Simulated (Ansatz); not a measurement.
# CBr2ClF: a line through the functionals

CBr2ClF has 5 atoms, charge 0, and is taken as a singlet. SMILES: `FC(Cl)(Br)Br`. Geometry: relaxed at PBE0-D4/def2-TZVP.

The vertical energy of the triplet above the singlet y, in eV, basis cc-pVDZ; a is the functional's share of exact exchange. Programs: Ansatz 0.2.0.

| functional | program | a | y (eV) |
| --- | --- | --- | --- |
| revPBE | Ansatz | 0 | 4.22 |
| BLYP | Ansatz | 0 | 4.20 |
| B3LYP | Ansatz | 0.2 | 4.51 |
| PBE0 | Ansatz | 0.25 | ? |
| r2SCAN0 | Ansatz | 0.25 | 4.61 |
| BHLYP | Ansatz | 0.5 | 4.86 |

Q: Fit y = c + s·a to the known rows and predict PBE0.

A: 
1. Means of the 5 rows: a = 0.1900, y = 4.480.
2. Σ(Δa)² = 0.172, Σ(Δa·Δy) = 0.2285, so the slope is 0.2285/0.172 = 1.3285.
3. Intercept: 4.480 − (1.3285) × 0.1900 = 4.228. The largest residual of the fit is 0.050.
4. PBE0: 4.228 + (1.3285) × 0.25 = 4.56 eV.

The run gave 4.59 eV, so the prediction is off by -0.03 eV, within the largest residual. Spin-orbit coupling is left out.
